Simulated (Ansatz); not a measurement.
Species: CH5O2Si, net charge 0, doublet state. It need not be the lowest isomer of its formula. 
Structure (B3LYP-D3(BJ)/def2-TZVP (Ansatz, a quantum-chemistry and plane-wave program) minimum search):
```
O
C 1 1.4236
H 2 1.0889 1 107.86
H 2 1.0919 3 109.11 1 120.41
H 2 1.0940 3 108.86 4 118.85
Si 1 1.6290 2 125.49 3 -172.72
O 6 1.6493 1 117.36 2 -59.13
H 6 1.4750 1 105.46 2 177.78
H 6 1.4930 8 114.03 1 122.88
```
Charge 0, spin multiplicity 2.

Wanted: atomisation energy (electronic, to ground-state atoms); the coupled-cluster value holds the core correlation from cc-pwCVTZ, in kcal/mol. Cores are frozen in the correlated levels unless marked. UHF or UKS for open shells. No spin-orbit coupling. Non-relativistic. CBS(X,Y): correlation extrapolated as X^-3; Hartree-Fock from the larger set.

Level to compare with: CCSD(T)/CBS(cc-pV(T+d)Z,cc-pV(Q+d)Z) plus the core term (Ansatz), 765.4 kcal/mol. It is a level with limits of its own, and the differences hold the functionals' basis error too.

Problem. Rank these functionals by how close they come to CCSD(T)/CBS(cc-pV(T+d)Z,cc-pV(Q+d)Z), closest first: LC-wPBE/def2-TZVPD (Ansatz); PBE0/def2-TZVPD (Ansatz); r2SCAN0/def2-TZVPD (Ansatz).

Solution. LC-wPBE/def2-TZVPD (range-separated hybrid, 757.5 kcal/mol, difference -7.9), PBE0/def2-TZVPD (global hybrid, 754.2 kcal/mol, difference -11.2), r2SCAN0/def2-TZVPD (hybrid meta-GGA, 750.7 kcal/mol, difference -14.7)
